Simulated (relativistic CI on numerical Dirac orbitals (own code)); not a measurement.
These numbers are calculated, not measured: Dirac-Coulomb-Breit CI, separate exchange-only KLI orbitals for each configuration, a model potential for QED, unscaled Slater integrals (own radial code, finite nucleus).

The strongest absorption lines from the ground level of an ion, among the configurations computed and to levels below about 313 eV (vacuum wavelength in nm, gf): 8.0255 (0.75), 8.3254 (1), 8.3736 (1.1), 8.4072 (2.4), 8.6041 (1.5), 8.6961 (1.2), 10.712 (0.79), 11.480 (0.46).

**Question.** Which ion is it?
A. Ce XXVI
B. Nd XXX
C. Nd XXVIII
D. Ba XXIV

**Answer.** C. Nd XXVIII has 33 electrons and the ground level 4s2 4p3 2P°_3/2; the strongest line goes to 4s2 4p2 4d 4D_5/2. The pattern of lines fixes the number of electrons, and along that sequence the line energies rise steadily with the charge (about as its square where n changes within one kind of shell, about linearly where n is kept but much faster in heavy ions where fine structure, which grows about as Z⁴, sets the gap, and irregularly where shells cross), which fixes Z. Configurations outside the model, such as inner-shell arrays, can give stronger lines. At this charge energies of transitions that change n are usually good to better than 1 %, and those within a shell (Δn = 0) to a few per cent.

LS names give the leading component of a level, which can be under half, so a name can repeat, a term be missing and a line seem to break the LS rules.
